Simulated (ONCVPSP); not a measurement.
Before and after: ONCV potential for Ar

| Item | Value |
| --- | --- |
| Element | Ar (Z = 18) |
| Generator | ONCVPSP 4.0.1 |
| Type | optimised norm-conserving Vanderbilt (ONCV) |
| Functional | LDA (Perdew-Wang 92) |
| Relativity | scalar-relativistic |
| Frozen core | [Ne] |
| Valence charge | 8 |
| Reference configuration | 3s2 3p4.5 (charge +1.5) |
| Partial waves | 3s: rc 1.05 bohr, ncon 4, nbas 8, qcut 4.8 1/bohr, 2 projectors, debl 2.9 Ha; 3p: rc 0.95 bohr, ncon 4, nbas 7, qcut 9.1 1/bohr, 1 projector; d scattering state at 0.02 Ha: rc 0.85 bohr, ncon 4, nbas 8, qcut 9.6 1/bohr, local |
| Local potential | the d channel |
| Core correction | none |

All-electron outer shells of the reference configuration (LDA (PZ), scalar-relativistic, ld1.x):

| shell | level (eV) | outermost node (bohr) | outermost maximum (bohr) |
| --- | --- | --- | --- |
| 2s | -317.62 | 0.12 | 0.34 |
| 2p | -251.60 | – | 0.28 |
| 3s | -43.38 | 0.52 | 1.16 |
| 3p | -28.68 | 0.49 | 1.25 |

Change: d: nbas 7.

Cutoffs: the cutoffs (Ha) at which the residual kinetic energy of the hardest occupied pseudo-wave falls to 1 and 0.1 mHa per electron; they do not see the model core or the augmentation charge, which bear on the density cutoff. Errors are all-electron minus pseudo energies relative to the spin-unpolarised reference configuration.

**Question.** What does the change do?

**Answer.** The potential gets neither clearly harder nor softer (127 Ha and 165 Ha → 127 Ha and 165 Ha); a bound ghost appears in s, which as a rule spoils a file; the errors of the 4 common tests hardly move; the range in which the s phases agree narrows (upper end at the end of the scan → -0.1).

```csv
quantity,base,changed
"cutoff, loose",127 Ha,127 Ha
"cutoff, tight",165 Ha,165 Ha
bound ghosts,none,s
GHOST(+) flags under 300 eV,s at 175.9 eV,none
"error for 3s2 3p6, meV [ΔE -28.86 eV]",+22,+22
"error for 3s2 3p5, meV [ΔE -12.71 eV]",+4.1,+4.2
"error for 3s2 3p4, meV [ΔE 16.03 eV]",+3.3,+3.5
"error for 3s2 3p5.5, meV [ΔE -22.26 eV]",+12,+13
s: phases at 1.06 bohr within 0.05 rad from the reference energy up to (Ha; the scan ends near 5),to the end of the scan,-0.1
p: phases at 0.97 bohr within 0.05 rad from the reference energy up to (Ha; the scan ends near 5),0.7,0.6
d: phases at 0.86 bohr within 0.05 rad from the reference energy up to (Ha; the scan ends near 5),to the end of the scan,to the end of the scan
```

 A true bound ghost makes a file unfit for plane-wave use even where its test errors are small: the radial tests pick states by their node count and pass the ghost by.
